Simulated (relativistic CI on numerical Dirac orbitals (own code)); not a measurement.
**Rb9+: sensitivity of the levels to the model**

Base calculation: Dirac-Coulomb-Breit CI, separate exchange-only KLI orbitals for each configuration, QED by a radiative potential, unscaled Slater integrals.

Configurations in the expansion (outside the closed core [Ne] 3s2): 3p⁶3d¹⁰, 3p⁶3d⁹4s, 3p⁶3d⁹4p, 3p⁶3d⁸4s², 3p⁶3d⁹4d, 3p⁶3d⁸4s4p, 3p⁶3d⁹5s, 3p⁶3d⁸4p², 3p⁶3d⁹4f, 3p⁶3d⁹5p, 3p⁶3d⁸4s4d, 3p⁶3d⁹5d, 3p⁶3d⁸4p4d, 3p⁶3d⁹5f, 3p⁶3d⁹5g, 3p⁵3d¹⁰4s. Levels of other configurations are missing.

Variants: (1) only the first 3 configurations. Shifts of the energy above 3p⁶3d¹⁰ ¹S0, in cm⁻¹, for the lowest level and the first level of each name with at least 55 % of one term (blank where a level changes its place among those of its configuration and J or its character, or is not in the variant):

```csv
Level,Base,Δ(1)
3p⁶3d¹⁰ ¹S0,0,0
3p⁶3d⁹4s ³D3,825812,+204
3p⁶3d⁹4s ³D2,829237,+248
3p⁶3d⁹4s ³D1,838047,+219
3p⁶3d⁹4s ¹D2,842230,+316
3p⁶3d⁹4p ³P°2,986317,+1671
3p⁶3d⁹4p ³F°3,993744,+96
3p⁶3d⁹4p ³P°1,999301,+1651
3p⁶3d⁹4p ³F°2,1002907,+38
3p⁶3d⁹4p ³F°4,1003770,-19
3p⁶3d⁹4p ³P°0,1007202,+1732
3p⁶3d⁹4p ¹D°2,1012858,+247
3p⁶3d⁹4p ³D°3,1014550,+203
3p⁶3d⁹4p ¹P°1,1016868,+1049
```

At this charge energies of transitions that change n are usually good to better than 1 %, and those within a shell (Δn = 0) to a few per cent.

Ionisation energy from the two ground configurations alone: base 275.252 eV. The NIST ASD value (measured) is 277.12 eV.

LS names give the leading component of a level, which can be under half, so a name can repeat, a term be missing and a line seem to break the LS rules.
